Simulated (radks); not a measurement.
Values are calculated unless marked as measured or tabulated.
Q: The argon ion Ar6+ is in [Ne] 3s2. Code: a radial shooting solver on a logarithmic mesh with Libxc functionals. Model: scalar-relativistic Kohn-Sham, LDA (Slater exchange, Perdew-Wang correlation), spin-polarised, spherical densities, finite nucleus; Fermi nuclear charge, rms radius of each element as measured or else 0.836 A^(1/3) + 0.57 fm. Open shells are filled with parallel spins first. One electron is removed from 2s, 2p, 3s, 1s in turn, with full relaxation. Which removal costs least, and what does each cost?

A: 3s 124.40 eV; 2p 369.62 eV; 2s 432.47 eV; 1s 3321.5 eV. The 3s electron leaves first.
